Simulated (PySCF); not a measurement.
A structure optimised at PBE-D3(BJ)/def2-SVP, used in a PySCF frequency run:

```
Ge
H 1 1.5500
I 1 2.5335 2 108.70
I 1 2.5335 2 108.70 3 -120.00
I 1 2.5335 2 108.70 3 120.00
```

Q: Write its SMILES, formula and point group.

A: [I][GeH]([I])[I], GeHI3, C3v

Q: What are its rotational constants (standard atomic weights)?

A: 0.44273, 0.44273, 0.23050 GHz
